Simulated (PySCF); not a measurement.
Compound: C9H17B.
Structure used (PBE0-D3(BJ)/def2-SVP), in Å, numbered top down from 1:
```xyz
27
C9H17B angstrom
B      1.6539    0.4652    1.4055
C      3.0709   -0.0283    0.9573
C      2.8928   -0.4389   -0.5112
C      1.4340   -0.8849   -0.6232
C      0.6370    0.0791    0.2722
C     -0.7982   -0.3117    0.5913
C     -1.7144   -0.5083   -0.6219
C     -3.1097   -0.4862   -0.0111
C     -3.0335    0.6621    1.0019
C     -1.5629    0.6988    1.4730
H      1.3902    1.0424    2.4364
H      3.9414    0.6078    1.1782
H      3.2032   -0.9374    1.5879
H      3.6027   -1.2105   -0.8496
H      3.0569    0.4420   -1.1566
H      1.0757   -0.9185   -1.6648
H      1.3251   -1.9099   -0.2219
H      0.6091    1.0693   -0.2538
H     -0.7671   -1.2791    1.1275
H     -1.4935   -1.4259   -1.1889
H     -1.5914    0.3439   -1.3161
H     -3.9157   -0.3587   -0.7498
H     -3.2951   -1.4418    0.5089
H     -3.2930    1.6095    0.5030
H     -3.7456    0.5412    1.8320
H     -1.1376    1.7080    1.3507
H     -1.4580    0.4538    2.5403
```

Computed at PBE0/pcSseg-1 (PySCF, non-relativistic), with Q(11B) = 0.04059 b: B1, 11B (I = 3/2): χzz = 5.752 MHz, η = 0.042.

Where would the pure quadrupole (NQR) lines of 11B at B1 fall for the rigid, isolated species?

From ν = (|χ|/2)√(1 + η²/3): ν = 2.877 MHz (three-coordinate boron).

In a crystal, neighbours and librations shift these lines. With a basis this small, the couplings can be 20 % off.

One conformer stands for the species.
